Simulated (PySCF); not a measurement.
Species: C5H9ClSi2.
SMILES: `C#C[C@@H]1[SiH2]C[Si@@H]1CCl`

Torsions of this conformer, `[CH:1]#[C:2][C@@H:3]1[SiH2:4][CH2:5][Si@@H:6]1[CH2:7][Cl:8]`: C5–Si6–C7–Cl8 65°.

The closed-shell ground state was solved at several levels (PySCF, density fitting, gas phase, non-relativistic). Isolated species at its PBE0-D3(BJ)/def2-SVP geometry (one conformer only).

```
              level  basis functions  total energy (Eh)  HOMO (eV)  LUMO (eV)  gap (eV)  dipole (D)
CAM-B3LYP/def2-SVPD              247         -1234.5222      -8.31       0.60      8.91        1.35
      PBE0/pcSseg-1              202         -1234.3754      -7.05      -0.20      6.85        1.34
```

(1) Estimate the row for B97-2/pcSseg-1, a basis of 202 functions; the other rows only guide the guess.

(2) Over all these levels, which gives the widest orbital gap and which the narrowest?

(3) How far do the dipole and the HOMO energy spread over the levels?

## Answers

(1) Total energy -1234.9983 Eh, HOMO -6.80 eV, LUMO -0.19 eV, gap 6.61 eV, dipole 1.34 D.

(2) CAM-B3LYP/def2-SVPD (range-separated hybrid) has the widest, 8.91 eV, and B97-2/pcSseg-1 (global hybrid, 21 % exact exchange) the narrowest, 6.61 eV. Functional and basis both differ between the two, so the spread mixes both effects.

(3) The dipole runs from 1.34 to 1.35 D (mean 1.34 D) and the HOMO from -8.31 to -6.80 eV.
